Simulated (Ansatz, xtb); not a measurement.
**Two isomers of BBrOSi**

Structure X: `BrB1O[Si]1`, a singlet. Structure Y: `O=B[Si]Br`, a singlet. Both are isolated molecules in the gas phase, relaxed with PBE0-D3(BJ)/def2-SVP; the shapes shown needn't be the lowest conformers.

X (Å):

| atom | x (Å) | y (Å) | z (Å) |
| --- | --- | --- | --- |
| B | -0.9162 | 2.5962 | 0.1400 |
| Br | -2.6590 | 3.0276 | -0.4621 |
| O | -0.5441 | 2.1493 | 1.3552 |
| Si | 0.9649 | 2.2485 | 0.4286 |

Y (Å):

```xyz
4

B    -0.9507    2.1162    1.2052
Br    0.1123    3.1579   -1.5572
O    -0.5544    1.4440    2.1244
Si   -1.7449    3.2770   -0.2944
```

Energies in hartree; the thermal terms are from PBE0-D3(BJ)/def2-SVP harmonic frequencies (ideal gas, rigid rotor, one conformer each, 298.15 K, 1 atm) and include the zero-point energy:

```
                                 X            Y
E, CCSD(T)/def2-TZVPP  −2961.711760  −2961.722014
    zero-point energy      0.008698      0.008243
         H(298 K) − E      0.013977      0.014139
         G(298 K) − E     −0.020214     −0.021938
```

Q: Work out ΔE, ΔE₀, ΔH and ΔG for X → Y in kcal/mol (1 Eh = 627.51 kcal/mol) and the equilibrium ratio [Y]/[X].

A: 1. ΔE = −2961.722014 − (−2961.711760) = −0.010254 Eh = −6.43 kcal/mol.
2. ΔE₀ = ΔE + ΔZPE = −0.010254 + (−0.000455) Eh = −6.72 kcal/mol.
3. ΔH = ΔE + (+0.000162) Eh = −6.33 kcal/mol.
4. ΔG = ΔE + (−0.001724) Eh = −7.52 kcal/mol, so ΔS = (ΔH − ΔG)/T = +16.6 J/(mol K).
5. kT = 0.9442 mEh, so K = [Y]/[X] = exp(−ΔG/kT) = exp(+12.69) ≈ 3.2 × 10^5.

Structure Y is favoured at this temperature. An error of 1 kcal/mol in ΔG would change K by a factor of 5.4. Mirror images and further conformers aren't counted.

As drawn, Y has 1 B=O, 1 Br–Si in place of 1 B–Br, 1 B–O, 1 O–Si. Structure X has a 3-membered ring, Y no ring.

Other levels gave ΔE = −22.5 (GFN2-xTB); −13.8 (HF/STO-3G, GFN2-xTB geometries); −4.0 (r2SCAN-D4/def2-SVP, GFN2-xTB geometries); −6.6 (PBE0-D3(BJ)/def2-SVP); −10.0 (HF/def2-TZVPP); −5.7 (MP2/def2-TZVPP) kcal/mol. The correlated steps freeze 16 core orbitals; the filled d shell of Br is correlated, in a basis made for valence electrons. Programs: Ansatz 0.2.0, xtb 6.7.1.
